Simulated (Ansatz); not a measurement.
Basis-set extrapolation for Cl$_{2}$HSSi (`S[Si](Cl)Cl`) radical (PBE0-D4/def2-TZVP geometry, frozen core, Ansatz 0.2.0). Multiplicity 2, UHF reference.

```
                       def2-TZVPP    def2-QZVPP
                 HF  -1606.196739  -1606.242385
    MP2 correlation     -0.646550     -0.710893
CCSD(T) correlation     -0.731617       not run
```

Energies in hartree. Use E(X) = E(∞) + A·exp(−7.88·√X) for Hartree–Fock and E(X) = E(∞) + B·X^(−2.97) for correlation, with X = 3 and 4, and add CCSD(T) minus MP2 of the smaller set to the MP2 limit.

Question: What is the CCSD(T) energy at the basis-set limit?

Answer: HF limit: -1606.242385 + (-0.045646) × 0.13774 = -1606.24867. MP2 limit: -0.710893 + (-0.064343) × 0.74074 = -0.75855. Higher-order term: -0.731617 − (-0.646550) = -0.08507. Total: -1607.09229 hartree, 430.4 kJ/mol below CCSD(T)/def2-TZVPP.
